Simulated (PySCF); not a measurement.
C5H5F, SMILES C=C=C/C=C/F.

Geometry: B3LYP-D3(BJ)/def2-SVP. The structure was generated by enumeration; whether it is a known compound was not checked. The values are those of a single conformer.

The numbers are results of B3LYP-D3(BJ)/def2-SVP (PySCF), not measurements.

Harmonic, unscaled wavenumbers; measured fundamentals usually lie a few per cent lower.

```json
[
 {"mode": "1", "ν (cm⁻¹)": "49", "IR (km/mol)": "1.3", "moving atoms (share of kinetic energy)": "H 53 %, C 42 %"},
 {"mode": "2", "ν (cm⁻¹)": "116", "IR (km/mol)": "0.2", "moving atoms (share of kinetic energy)": "C 61 %, F 24 %, H 15 %"},
 {"mode": "3", "ν (cm⁻¹)": "269", "IR (km/mol)": "0.3", "moving atoms (share of kinetic energy)": "C 42 %, H 37 %, F 21 %"},
 {"mode": "4", "ν (cm⁻¹)": "308", "IR (km/mol)": "5.1", "moving atoms (share of kinetic energy)": "C 74 %, H 14 %, F 12 %"},
 {"mode": "5", "ν (cm⁻¹)": "313", "IR (km/mol)": "6.1", "moving atoms (share of kinetic energy)": "C 62 %, H 37 %"},
 {"mode": "6", "ν (cm⁻¹)": "460", "IR (km/mol)": "0.2", "moving atoms (share of kinetic energy)": "C 60 %, F 34 %"},
 {"mode": "7", "ν (cm⁻¹)": "604", "IR (km/mol)": "1.2", "moving atoms (share of kinetic energy)": "H 52 %, C 47 %"},
 {"mode": "8", "ν (cm⁻¹)": "720", "IR (km/mol)": "53.9", "moving atoms (share of kinetic energy)": "C 78 %, F 12 %, H 10 %"},
 {"mode": "9", "ν (cm⁻¹)": "861", "IR (km/mol)": "5.5", "moving atoms (share of kinetic energy)": "H 53 %, C 46 %"},
 {"mode": "10", "ν (cm⁻¹)": "873", "IR (km/mol)": "44.6", "moving atoms (share of kinetic energy)": "H 74 %, C 26 %"},
 {"mode": "11", "ν (cm⁻¹)": "906", "IR (km/mol)": "21.6", "moving atoms (share of kinetic energy)": "H 80 %, C 20 %"},
 {"mode": "12", "ν (cm⁻¹)": "947", "IR (km/mol)": "3.7", "moving atoms (share of kinetic energy)": "C 70 %, H 29 %"},
 {"mode": "13", "ν (cm⁻¹)": "953", "IR (km/mol)": "32.6", "moving atoms (share of kinetic energy)": "H 91 %, C 9 %"},
 {"mode": "14", "ν (cm⁻¹)": "992", "IR (km/mol)": "0.0", "moving atoms (share of kinetic energy)": "H 63 %, C 37 %"},
 {"mode": "15", "ν (cm⁻¹)": "1139", "IR (km/mol)": "17.9", "moving atoms (share of kinetic energy)": "H 59 %, C 37 %"},
 {"mode": "16", "ν (cm⁻¹)": "1203", "IR (km/mol)": "152.5", "moving atoms (share of kinetic energy)": "C 48 %, F 29 %, H 24 %"},
 {"mode": "17", "ν (cm⁻¹)": "1283", "IR (km/mol)": "7.1", "moving atoms (share of kinetic energy)": "H 69 %, C 30 %"},
 {"mode": "18", "ν (cm⁻¹)": "1326", "IR (km/mol)": "0.8", "moving atoms (share of kinetic energy)": "H 75 %, C 24 %"},
 {"mode": "19", "ν (cm⁻¹)": "1361", "IR (km/mol)": "1.0", "moving atoms (share of kinetic energy)": "H 75 %, C 25 %"},
 {"mode": "20", "ν (cm⁻¹)": "1470", "IR (km/mol)": "3.4", "moving atoms (share of kinetic energy)": "C 53 %, H 47 %"},
 {"mode": "21", "ν (cm⁻¹)": "1732", "IR (km/mol)": "103.4", "moving atoms (share of kinetic energy)": "C 90 %, H 9 %"},
 {"mode": "22", "ν (cm⁻¹)": "2050", "IR (km/mol)": "41.1", "moving atoms (share of kinetic energy)": "C 98 %"},
 {"mode": "23", "ν (cm⁻¹)": "3101", "IR (km/mol)": "4.7", "moving atoms (share of kinetic energy)": "H 95 %"},
 {"mode": "24", "ν (cm⁻¹)": "3136", "IR (km/mol)": "4.2", "moving atoms (share of kinetic energy)": "H 92 %"},
 {"mode": "25", "ν (cm⁻¹)": "3182", "IR (km/mol)": "0.9", "moving atoms (share of kinetic energy)": "H 89 %, C 11 %"},
 {"mode": "26", "ν (cm⁻¹)": "3188", "IR (km/mol)": "9.5", "moving atoms (share of kinetic energy)": "H 92 %, C 8 %"},
 {"mode": "27", "ν (cm⁻¹)": "3195", "IR (km/mol)": "6.0", "moving atoms (share of kinetic energy)": "H 91 %, C 9 %"}
]
```
